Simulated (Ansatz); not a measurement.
`[F][GeH]([Cl])[I]` + H₂ → `[F][GeH2][Cl]` + HI at 700 K and 1 bar (hydrogenolysis of a Ge–I bond).

Program: Ansatz. Geometries: PBE0-D4/def2-TZVP. ΔE: electronic, gas phase. CCSD(T)/CBS adds triple-zeta CCSD(T) − MP2 to the extrapolated MP2 energy (def2 sets, frozen cores). This one scheme is used for every species. Elements past krypton have def2 core potentials. For Ge, I outer-core shells are correlated without core-valence functions, which leaves a few kJ/mol of doubt a bond. Scalar relativity is left out up to krypton.

| species | CCSD(T)/CBS energy (Eh) | H − E (kJ/mol) | S (J/(mol·K)) |
| --- | --- | --- | --- |
| `[F][GeH]([Cl])[I]` | -2933.83800 | 87.0 | 423.8 |
| H₂ | -1.17544 | 46.8 | 155.3 |
| `[F][GeH2][Cl]` | -2636.95386 | 96.6 | 360.2 |
| HI | -298.03592 | 34.6 | 231.7 |

H − E and S are ideal-gas, rigid-rotor, harmonic terms from PBE0-D4/def2-TZVP, for one conformer and one mirror image of each species. The MP2-based limit puts H₂ 0.8 mEh under its directly extrapolated value; such offsets cancel only in part. 1 Eh = 2625.50 kJ/mol, R = 8.31446 J/(mol·K).

**Question.** By hand: ΔE, ΔH, ΔS and ΔG.

**Answer.** ΔE = (-2636.95386) + (-298.03592) − (-2933.83800) − (-1.17544) = 0.02366 Eh = 62.1 kJ/mol. Δ(H − E) = 96.6 + 34.6 − 87.0 − 46.8 = -2.6, so ΔH = 59.5 kJ/mol. ΔS = 360.2 + 231.7 − 423.8 − 155.3 = 12.8 J/(mol·K). ΔG = 59.5 − 700 × (12.8)/1000 = 50.5 kJ/mol.

**Question.** By hand: the equilibrium constant, and the temperature at which ΔG would vanish if ΔH and ΔS stayed fixed.

**Answer.** log₁₀ K = −ΔG/(RT ln 10) = -3.8. ΔG = 0 at ΔH/ΔS = 4648 K, far beyond where these terms or the molecules hold.

The number of gas molecules stays the same, so ΔS is small and ΔH decides. A doubt of 5 kJ/mol in ΔE shifts log₁₀ K by 0.4 here. Other conformers and mirror images would add mixing entropy, several J/(mol·K) or more a flexible species. These are equilibria of isolated gas molecules and say nothing of rates. Largest T1 diagnostic: 0.011 (customary marks: 0.02 for closed shells, 0.045 for open ones).
